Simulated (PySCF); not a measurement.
Species: C₆H₅N₃.
SMILES: `c1ccc2[nH]nnc2c1`

Computed with PySCF at wB97X-D/def2-SVPD, non-relativistic, on one gas-phase PBE0-D3(BJ)/def2-SVP geometry that isn't relaxed in the solvent. The solvent is an IEF-PCM continuum (van der Waals radii × 1.2), and excitations are vertical TDDFT with non-equilibrium linear response and a frozen core. The model holds no explicit solvent molecules, cavitation or dispersion.

| run | E − E(gas) (kcal/mol) | HOMO (eV) | HOMO–LUMO gap (eV) | dipole (D) | lowest singlet (eV) | static polarisability (au) |
| --- | --- | --- | --- | --- | --- | --- |
| gas | 0.00 | -8.91 | 9.20 | 4.12 | 5.08 | 87.2 |
| P | -7.21 | -8.85 | 9.14 | 5.30 | 5.03 | 112.9 |
| Q | -10.18 | -8.84 | 9.11 | 5.84 | 5.03 | 125.2 |

**Question.** The runs were made in acetonitrile and chloroform. Which run belongs to which solvent?

**Answer.** P = chloroform, Q = acetonitrile. The dielectric constants are 4.711 (chloroform), 35.69 (acetonitrile), and the energy falls further as ε rises. The optical constants n² used for the excitations are 2.09, 1.81 in the same order. In this model the ground state sees the solvent through ε alone.

**Question.** How constant is the ratio of the lowering to (ε − 1)/(2ε + 1)?

**Answer.** 
```
     solvent  (ε − 1)/(2ε + 1)  E − E(gas) (kcal/mol)  ratio (kcal/mol)  polarisation term (kcal/mol)
  chloroform             0.356                  -7.21             -20.2                         -8.48
acetonitrile             0.479                 -10.18             -21.2                        -12.79
```

The ratio changes by +4.9 % in size from chloroform to acetonitrile. The polarisation term is half the interaction of the solute with the induced surface charges.

Time: 43 s wall; peak memory 1.1 GiB. Hardware: one thread, Arm Neoverse V2 (aarch64), no GPU, on a shared host. This is the whole response run at wB97X-D/def2-SVPD in acetonitrile, SCF included.

wB97X-D is run here without its empirical dispersion term; that term would change no orbital, density or response property at a fixed geometry.
